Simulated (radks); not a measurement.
Results of a calculation; reference values are marked as such.
Spherical quantum dot in the effective-mass picture: electrons in a parabolic well V = omega^2 r^2 / 2 with omega = 0.464, with a point charge +1 (a donor) at the centre, all in effective atomic units (hartree* = m*/eps^2 hartree, bohr* = eps/m* bohr), one dielectric constant everywhere. Level of theory: non-relativistic Kohn-Sham, LDA (Slater exchange, Perdew-Wang correlation), spin-polarised, spherical densities (a radial shooting solver with Libxc functionals). Levels are named by radial order and angular momentum (1s, 1p, 1d, 2s, ...), and open shells are averaged over m.

N = 19, configuration 1s2 1p6 1d(up 5, down 4) 2s2. This is the lowest configuration that the search found. Occupied and some empty levels:

| level | occupation | eigenvalue (hartree*) | <r> (bohr*) |
|---|---|---|---|
| 1s up | 1 | 5.6791 | 2.084 |
| 1s down | 1 | 5.6838 | 2.065 |
| 1p up | 3 | 5.9406 | 3.256 |
| 1p down | 3 | 5.9489 | 3.254 |
| 2s up | 1 | 6.0753 | 3.014 |
| 2s down | 1 | 6.0810 | 3.028 |
| 1d up | 5 | 6.1560 | 3.703 |
| 1d down | 4 | 6.1645 | 3.705 |
| 1f up | 0 | 6.3956 | 4.029 |
| 1f down | 0 | 6.4038 | 4.034 |
| 2p up | 0 | 6.4764 | 3.434 |
| 2p down | 0 | 6.4817 | 3.435 |
| 1g up | 0 | 6.6595 | 4.302 |
| 1g down | 0 | 6.6671 | 4.308 |

Energy (hartree*): total 67.8713, kinetic 7.2019, external 17.850, Hartree 48.477, exchange-correlation -5.6577.
